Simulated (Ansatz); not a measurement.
Species: dichloro(diethyl)silane, C₄H₁₀Cl₂Si (charge 0, singlet). 
Structure (B3LYP-D3(BJ)/def2-TZVP (Ansatz, a program for electronic structure) minimum search):
```xyz
17

C     -1.9974    -1.6848     0.8674
C     -1.3067    -1.1572    -0.3964
Si    -0.0035     0.1301    -0.0575
Cl    -0.9120     1.8010     0.7642
Cl     0.8460     0.6858    -1.8636
C      1.3487    -0.4266     1.0967
C      2.0868    -1.6848     0.6223
H     -1.2850    -2.1579     1.5463
H     -2.7554    -2.4291     0.6180
H     -2.4899    -0.8795     1.4145
H     -0.8242    -1.9735    -0.9428
H     -2.0369    -0.7215    -1.0831
H      2.0453     0.4062     1.2225
H      0.8923    -0.5927     2.0774
H      2.5537    -1.5262    -0.3508
H      1.4095    -2.5361     0.5291
H      2.8720    -1.9670     1.3256
```
Charge 0, spin multiplicity 1.

Basis-set convergence of Hartree-Fock and MP2 correlation energies (hartree) with Ansatz. Correlated levels leave the core frozen unless marked. No spin-orbit coupling. Non-relativistic.

| basis | functions | E(HF) | E(corr, MP2) |
|---|---|---|---|
| aug-cc-pV(D+d)Z | 278 | -1365.40197 | -1.00535 |
| aug-cc-pV(T+d)Z | 579 | [?] | [?] |

Task: What belongs in the gaps?

Result: 
- aug-cc-pV(T+d)Z, E(HF): -1365.48243
- aug-cc-pV(T+d)Z, E(corr, MP2): -1.22889
